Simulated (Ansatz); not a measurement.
Consider the redistribution: `C[B]([SiH3])[SnH3]` + `CCC[SiH2]Cl` → `[SiH3]CC[SiH2]Cl` + `C[B](C)[SnH3]`.

Program: Ansatz. Geometries: PBE0-D4/def2-TZVP. ΔE: electronic, gas phase. CCSD(T)/CBS adds triple-zeta CCSD(T) − MP2 to the extrapolated MP2 energy (def2 sets, frozen cores). DFT in def2-TZVPP. def2 core potentials past Kr. For Sn outer-core shells are correlated without core-valence functions, which leaves a few kJ/mol of doubt a bond. One conformer a species, not always the lowest.

`C[B]([SiH3])[SnH3]`:

Z-matrix (Å, degrees):
```
C
B 1 1.551
H 1 1.093 2 115.5
H 1 1.092 2 116.4 3 131.7
H 1 1.107 2 102.1 3 -113.7
Si 2 2.013 1 122.3 3 23.7
Sn 2 2.263 1 120.0 3 -158.5
H 6 1.495 2 105.8 1 -102.2
H 6 1.490 2 112.6 1 140.8
H 6 1.492 2 114.4 1 16.3
H 7 1.713 2 110.0 1 -97.3
H 7 1.711 2 112.7 1 144.0
H 7 1.714 2 112.7 1 22.1
```

`CCC[SiH2]Cl`:

```xyz
14

C     1.813   -0.049   -1.022
C     0.570   -0.530   -0.293
C    -0.299    0.619    0.213
Si   -1.833    0.087    1.125
Cl   -3.036   -1.032   -0.126
H     1.547    0.562   -1.888
H     2.417   -0.887   -1.377
H     2.442    0.562   -0.367
H     0.862   -1.167    0.549
H    -0.023   -1.165   -0.960
H     0.275    1.257    0.899
H    -0.602    1.265   -0.619
H    -1.501   -0.773    2.289
H    -2.632    1.253    1.577
```

`[SiH3]CC[SiH2]Cl`:

```xyz
14

Si    1.172   -1.310   -0.775
C    -0.298   -0.179   -1.085
C    -1.133    0.185    0.147
Si   -0.267    1.183    1.468
Cl    0.649    2.816    0.603
H     2.219   -0.630    0.033
H     0.732   -2.527   -0.037
H     1.768   -1.725   -2.073
H     0.078    0.730   -1.567
H    -0.932   -0.673   -1.830
H    -1.510   -0.719    0.642
H    -2.020    0.755   -0.150
H     0.788    0.408    2.163
H    -1.247    1.688    2.460
```

`C[B](C)[SnH3]`:

Z-matrix (Å, degrees):
```
C
B 1 1.557
H 1 1.103 2 104.6
H 1 1.094 2 114.0 3 -115.6
H 1 1.092 2 115.8 3 115.7
C 2 1.556 1 121.5 3 94.9
Sn 2 2.271 1 118.9 3 -85.1
H 6 1.092 2 115.4 1 -147.5
H 6 1.094 2 114.3 1 -18.6
H 6 1.103 2 104.6 1 97.4
H 7 1.715 2 112.0 1 -60.0
H 7 1.715 2 111.8 1 58.5
H 7 1.714 2 113.6 1 179.0
```

```csv
level,ΔE (kJ/mol)
PBE-D4,-45.8
HF/CBS(def2),-45.9
```

Task: What does CCSD(T)/CBS give? (Estimate.)

Result: The calculation gave: -49.3 kJ/mol. The listed levels differ from it by 3.5, 3.4 kJ/mol.

Largest T1 diagnostic among the species: 0.014.

The D4 term adds −4.6 kJ/mol with B3LYP and −2.5 kJ/mol with PBE0; it sums over pairs of atoms, weighted by their polarisabilities, and B3LYP, whose exchange is more repulsive, gets the larger term.

B3LYP here is the variant with VWN-RPA as its local correlation; programs differ in this.
